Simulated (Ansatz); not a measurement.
Reaction (ligand exchange at the Al–N bond): `C=[N][AlH][SH]` + CH₃NH₂ → `C[NH][AlH][SH]` + `C=N`

Calculated with Ansatz (gas phase, PBE0-D4/def2-TZVP geometries, no zero-point term in ΔE). CCSD(T)/CBS is the MP2 limit (def2-TZVPP, def2-QZVPP) plus CCSD(T) − MP2 in def2-TZVPP, frozen cores. This one scheme is used for every species. Functionals use def2-TZVPP. Each species was taken in one conformer, which may not be the lowest.

**Question.** Is it downhill or uphill in electronic energy at CCSD(T)/CBS, and by how much? (An estimate is asked.)

**Answer.** Computed: Downhill: ΔE = -20.3 kJ/mol.

**Question.** What do these levels give: PBE-D4, BLYP-D4, r2SCAN-D4, r2SCANh-D4, BHLYP-D4, ωB97X-V, PBE-QIDH, r2SCANh, BHLYP, CCSD/def2-SVP, HF/def2-TZVPP, CCSD(T)/def2-TZVPP? (An estimate is asked.)

**Answer.** Ansatz gave: PBE-D4 -15.5, BLYP-D4 -14.8, r2SCAN-D4 -14.2, r2SCANh-D4 -14.3, BHLYP-D4 -14.4, ωB97X-V -17.6, PBE-QIDH -16.5, r2SCANh -13.7, BHLYP -12.0, CCSD/def2-SVP -21.5, HF/def2-TZVPP -10.6, CCSD(T)/def2-TZVPP -21.4 kJ/mol.

Largest T1 diagnostic among the species: 0.013.

The D4 term adds −3.0 kJ/mol with B3LYP and −1.7 kJ/mol with PBE0; it sums over pairs of atoms, weighted by their polarisabilities, and B3LYP, whose exchange is more repulsive, gets the larger term. Leaving LDA and LC-ωPBE aside and taking each functional with its dispersion term where it has one, the values, not all of them listed here, spread over 3.7 kJ/mol, from ωB97X-V to B97M-V.

B3LYP here is the variant with VWN-RPA as its local correlation; programs differ in this.
